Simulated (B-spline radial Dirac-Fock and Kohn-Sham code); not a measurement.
**Energy-loss ionisation edge M1 of Xe**

System: neutral xenon in the configuration [Kr] 4d10 5s2 5p6. Method: the first Born approximation with generalised oscillator strengths from a Dirac-Hartree-Slater potential (longitudinal and transverse terms; continuum final states only, so no white lines or fine structure). Computed with a radial atomic solver. The edge is taken at 1148.7 eV (tabulated value).

Partial cross sections σ(β, Δ) in barn, integrated over a window Δ above the edge and up to the collection semi-angle β, for parallel illumination:

| E₀ (kV) | β (mrad) | Δ = 25 eV | Δ = 50 eV | Δ = 100 eV | Δ = 200 eV | Δ = 300 eV |
| --- | --- | --- | --- | --- | --- | --- |
| 60 | 10 | 11.7 | 23.1 | 43.3 | 75.7 | 99.8 |
| 60 | 20 | 28.0 | 55.5 | 105 | 186 | 248 |
| 60 | 50 | 63.8 | 124 | 233 | 417 | 562 |
| 80 | 10 | 13.5 | 26.8 | 50.4 | 88.6 | 117 |
| 80 | 20 | 28.7 | 57.1 | 108 | 193 | 259 |
| 80 | 50 | 60.5 | 118 | 220 | 393 | 531 |
| 80 | 100 | 101 | 190 | 345 | 609 | 824 |
| 100 | 50 | 58.1 | 113 | 210 | 374 | 506 |
| 120 | 20 | 28.8 | 57.1 | 108 | 194 | 263 |
| 120 | 50 | 56.4 | 109 | 202 | 360 | 487 |
| 200 | 50 | ? | ? | ? | ? | ? |
| 300 | 5 | 11.1 | 22.1 | 41.9 | 74.7 | 100 |
| 300 | 20 | 28.7 | 56.6 | 107 | 193 | 262 |
| 300 | 50 | 50.1 | 95.2 | 174 | 310 | 421 |

Task: Give the row for 200 kV and 50 mrad.

Result: 52.5 b for 25 eV, 100 b for 50 eV, 185 b for 100 eV, 328 b for 200 eV, 444 b for 300 eV.
